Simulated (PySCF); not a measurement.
C5H15InO, singlet, GFN2-xTB optimised geometry.

```
22

In    -0.23    -0.01     0.00
C      2.00    -0.01     0.00
H      2.38    -0.80    -0.64
H      2.38    -0.18     1.01
H      2.40     0.95    -0.35
C     -1.33    -1.90     0.47
H     -1.11    -2.65    -0.29
H     -2.40    -1.75     0.51
H     -1.00    -2.29     1.44
C     -1.33     1.95     0.00
H     -0.87     2.65    -0.69
H     -1.32     2.39     1.00
H     -2.37     1.81    -0.29
C     -1.81    -0.37    -2.96
O     -0.48    -0.28    -2.50
C      0.34     0.47    -3.36
H     -1.85    -0.91    -3.92
H     -2.36    -0.93    -2.20
H     -2.26     0.62    -3.09
H     -0.05     1.49    -3.49
H      0.43    -0.01    -4.34
H      1.32     0.52    -2.89
```

Density from PySCF 2.14.0 with PBE0/def2-SVP, def2 effective core potentials past Kr at that geometry. The core electrons that the potentials of In replace are not part of the density.

Minimum of the electron density along straight lines between bonded atoms, close to the bond critical point (lines longer than 1.1 times the sum of covalent radii, or with two minima, are not listed):

```csv
bond,length / Å,ρ at the minimum / e bohr⁻³,∇²ρ there / e bohr⁻⁵,position (fraction from the first atom)
In1–C2,2.239,0.083,0.16,0.50
C2–H3,1.090,0.269,-0.94,0.62
C2–H4,1.090,0.269,-0.94,0.62
C2–H5,1.090,0.269,-0.94,0.62
In1–C6,2.238,0.083,0.16,0.50
C6–H7,1.090,0.269,-0.94,0.62
C6–H8,1.090,0.269,-0.94,0.62
C6–H9,1.089,0.269,-0.95,0.62
In1–C10,2.242,0.083,0.16,0.50
C10–H11,1.090,0.268,-0.94,0.62
C10–H12,1.089,0.269,-0.94,0.62
C10–H13,1.090,0.269,-0.94,0.62
C14–O15,1.409,0.256,-0.33,0.34
O15–C16,1.408,0.256,-0.33,0.66
C14–H17,1.096,0.279,-1.05,0.63
C14–H18,1.089,0.285,-1.11,0.64
C14–H19,1.095,0.280,-1.05,0.63
C16–H20,1.096,0.280,-1.05,0.63
C16–H21,1.096,0.279,-1.05,0.63
C16–H22,1.088,0.285,-1.12,0.64
```
